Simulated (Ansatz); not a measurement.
A run for Ansatz (an electronic-structure program): U-PBE0/def2-TZVPP on ZrSn, 2S+1 = 7, a spin state set in the input, which need not be the lowest. Elements past Kr take the def2 small-core potentials; no spin–orbit coupling.

Ansatz 0.2 input:
```yaml
crystal:
  periodic: [false, false, false]
  atoms:
    - {symbol: Zr, position_ang: [0.00000000, 0.00000000, 0.00000000]}
    - {symbol: Sn, position_ang: [0.00000000, 0.00000000, 2.98300000]}
basis:
  gaussian:
    orbitals: def2-TZVPP
hamiltonian:
  xc: {name: PBE0}
magnetization: {spin_polarized: true, initial_magnetization: 6}
relax: {f_tol: 0.002, max_steps: 120}
```

The log:

```
WARN ansatz: RAYON_NUM_THREADS=1 ignored (pool sized by the plan → 1); use --threads N
Functional definition: PBE0
integrals: 0.03 GiB planned
851 factors; their error is unknown
mean field: 0.42 GiB planned
mean field evaluation 1: about -7105.0665 eV, gradient 1.9e1 eV
mean field evaluation 2: about -7100.4411 eV, gradient 3.1e1 eV
mean field evaluation 4: about -7107.4751 eV, gradient 1.3e0 eV
mean field evaluation 8: about -7107.4855 eV, gradient 7.0e-2 eV
mean field evaluation 16: about -7107.5925 eV, gradient 5.0e-4 eV
mean field evaluation 32: about -7107.7101 eV, gradient 2.0e-2 eV
mean field evaluation 64: about -7107.2669 eV, gradient 3.8e0 eV
mean field -7107.71009055 eV, -261.2035280487 hartree, gradient 5.6e-6 eV, S^2 12.003008; 7 other end points of the search recorded, 0 dependent functions left out
the calculation of the forces begins
reference -7107.71012061 eV, -261.2035291535 hartree; 20, 14 occupied and 86, 92 virtual orbitals, 851 factors
relax step   1: F+E_penalty+E_count = -7107.71009055 eV  Δ(F+E_penalty+E_count) = +0.000e0 eV  max|allowed force component| = 4.984e-1 eV/Å  Δτ_max = 0.0000 Å  (240 SCF iters, accepted)
these checks for a lower state are left out or cut short: starts, cluster_reference, orbital_swaps, neighbouring_geometries, increment
integrals: 0.03 GiB planned
851 factors; their error is unknown
mean field: 0.43 GiB planned
mean field -7107.73683236 eV, -261.2045107922 hartree, gradient 6.2e-6 eV, S^2 12.002999; 0 other end points of the search recorded, 0 dependent functions left out
the calculation of the forces begins
reference -7107.73686235 eV, -261.2045118942 hartree; 20, 14 occupied and 86, 92 virtual orbitals, 851 factors
relax step   2: F+E_penalty+E_count = -7107.73683236 eV  Δ(F+E_penalty+E_count) = -2.674e-2 eV  max|allowed force component| = 2.226e-1 eV/Å  Δτ_max = 0.0365 Å  (62 SCF iters, accepted)
these checks for a lower state are left out or cut short: starts, cluster_reference, orbital_swaps, neighbouring_geometries, increment
integrals: 0.03 GiB planned
851 factors; their error is unknown
mean field: 0.43 GiB planned
mean field -7107.74191707 eV, -261.2046976517 hartree, gradient 1.5e-5 eV, S^2 12.002988; 0 other end points of the search recorded, 0 dependent functions left out
the calculation of the forces begins
reference -7107.74194701 eV, -261.2046987520 hartree; 20, 14 occupied and 86, 92 virtual orbitals, 851 factors
relax step   3: F+E_penalty+E_count = -7107.74191707 eV  Δ(F+E_penalty+E_count) = -5.085e-3 eV  max|allowed force component| = 5.965e-2 eV/Å  Δτ_max = 0.0294 Å  (62 SCF iters, accepted)
these checks for a lower state are left out or cut short: starts, cluster_reference, orbital_swaps, neighbouring_geometries, increment
integrals: 0.03 GiB planned
851 factors; their error is unknown
mean field: 0.43 GiB planned
mean field evaluation 96: about -7107.7423 eV, gradient 2.5e-5 eV
mean field -7107.74225416 eV, -261.2047100398 hartree, gradient 4.8e-6 eV, S^2 12.002990; 0 other end points of the search recorded, 0 dependent functions left out
the calculation of the forces begins
reference -7107.74228411 eV, -261.2047111404 hartree; 20, 14 occupied and 86, 92 virtual orbitals, 851 factors
relax step   4: F+E_penalty+E_count = -7107.74225416 eV  Δ(F+E_penalty+E_count) = -3.371e-4 eV  max|allowed force component| = 4.975e-3 eV/Å  Δτ_max = 0.0062 Å  (74 SCF iters, accepted)
these checks for a lower state are left out or cut short: starts, cluster_reference, orbital_swaps, neighbouring_geometries, increment
integrals: 0.03 GiB planned
851 factors; their error is unknown
mean field: 0.43 GiB planned
mean field -7107.74225659 eV, -261.2047101291 hartree, gradient 1.3e-5 eV, S^2 12.002990; 0 other end points of the search recorded, 0 dependent functions left out
the calculation of the forces begins
reference -7107.74228654 eV, -261.2047112297 hartree; 20, 14 occupied and 86, 92 virtual orbitals, 851 factors
relax step   5: F+E_penalty+E_count = -7107.74225659 eV  Δ(F+E_penalty+E_count) = -2.431e-6 eV  max|allowed force component| = 9.947e-5 eV/Å  Δτ_max = 0.0005 Å  (70 SCF iters, accepted)
integrals: 0.03 GiB planned
851 factors; their error is unknown
mean field: 0.43 GiB planned
mean field evaluation 128: about -7107.6477 eV, gradient 2.7e-4 eV
mean field evaluation 160: about -7107.5766 eV, gradient 1.9e0 eV
mean field -7107.74225659 eV, -261.2047101291 hartree, gradient 1.3e-5 eV, S^2 12.002990; 8 other end points of the search recorded, 0 dependent functions left out
the calculation of the forces begins
reference -7107.74228654 eV, -261.2047112297 hartree; 20, 14 occupied and 86, 92 virtual orbitals, 851 factors
Total energy: -7107.74228654 eV, -261.2047112297 hartree
Atom 0 at    -0.000000    -0.000000     0.060151 Å, force     0.000000     0.000000     0.000099 eV/Å
Atom 1 at     0.000000     0.000000     2.922849 Å, force    -0.000000    -0.000000    -0.000099 eV/Å
Dipole moment:     0.000000     0.000001    -0.513494 e Å
```

Self-consistency was reached.

Cost: around 90 core-seconds (rough).
